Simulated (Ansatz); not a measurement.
Geometry optimisation, DFT PBE-D3(BJ), scalar-relativistic, plane waves, PAW in Ansatz.

Input file:

```yaml
crystal:
  lattice:
    - [5.727565, 0.0, 0.0]
    - [2.863782, 4.960217, 0.0]
    - [0.0, 0.0, 20.014806]
  atoms:
    - { symbol: Al, position: [0.0, 0.0, 0.049963] }
    - { symbol: Al, position: [0.5, 0.0, 0.049963] }
    - { symbol: Al, position: [0.0, 0.5, 0.049963] }
    - { symbol: Al, position: [0.5, 0.5, 0.049963] }
    - { symbol: Al, position: [0.1666667, 0.1666667, 0.16679] }
    - { symbol: Al, position: [0.6666667, 0.1666667, 0.16679] }
    - { symbol: Al, position: [0.1666667, 0.6666667, 0.16679] }
    - { symbol: Al, position: [0.6666667, 0.6666667, 0.16679] }
    - { symbol: Al, position: [-0.1666667, 0.3333333, 0.2836169] }
    - { symbol: Al, position: [0.3333333, 0.3333333, 0.2836169] }
    - { symbol: Al, position: [-0.1666667, 0.8333333, 0.2836169] }
    - { symbol: Al, position: [0.3333333, 0.8333333, 0.2836169] }
    - { symbol: Al, position: [0.0, 0.0, 0.4004438] }
    - { symbol: Al, position: [0.5, 0.0, 0.4004438] }
    - { symbol: Al, position: [0.0, 0.5, 0.4004438] }
    - { symbol: Al, position: [0.5, 0.5, 0.4004438] }
    - { symbol: Si, position: [0.0197437, 0.2370214, 0.4958732] }
basis:
  ecutwfc: 420.0
kpoints:
  mp_grid: { grid: [3, 3, 1] }
hamiltonian:
  xc: pbe
  dispersion: d3bj
  pseudopotentials: { kind: paw, azcp: { folder: soft_1 } }
scf:
  occupations: { method: gaussian, width: 0.05 }
  lower_state_search: "off"
relax:
  f_tol: 0.03
  max_steps: 60
  adjacent_minimum: "off"
  constraints: [{ sites: [0, 1, 2, 3] }]
```

Run as:

```bash
$ ansatz run input.yaml --threads 1 --pin off --max-ram 3072MiB --backend cpu --events-out ev --progress --plain --runs-dir out
```

Problem. Where does it end, and by what steps?

Solution. The forces met the threshold. The force dipped under the threshold on the way, but the program's further checks kept it going. Limits of this set-up: coarse k mesh, thin slab, slab without dipole correction. After 7 steps the energy has fallen by 0.443 eV; Si17 moved furthest, 0.79 Å. Joined: Al14–Si17 (3.05 → 2.43 Å).

```tsv
step	energy less start (eV)	largest force component (eV/Å)	accepted
0	0.0000	0.691	yes
1	-0.2710	0.341	yes
2	-0.3554	0.271	yes
3	-0.3946	0.126	yes
4	-0.4204	0.148	yes
5	-0.4370	0.182	yes
6	-0.4432	0.028	yes
7	-0.4432	0.028	yes
```

```xyz
17
Lattice="5.7276 0.0000 0.0000 2.8638 4.9602 0.0000 0.0000 0.0000 20.0148" Properties=species:S:1:pos:R:3
Al 0.000 0.000 1.000
Al 2.864 0.000 1.000
Al 1.432 2.480 1.000
Al 4.296 2.480 1.000
Al 1.431 0.828 3.301
Al 4.294 0.823 3.277
Al 2.866 3.306 3.282
Al 5.730 3.310 3.277
Al -0.016 1.663 5.529
Al 2.865 1.660 5.533
Al 1.425 4.137 5.525
Al 4.291 4.129 5.532
Al -0.063 -0.033 7.870
Al 2.915 -0.029 7.874
Al 1.429 2.552 7.870
Al 4.293 2.482 7.864
Si 1.421 0.834 9.592
```

The run took 53 s on 1 thread of Arm Neoverse V2, on a shared host, peak memory 0.56 GiB.
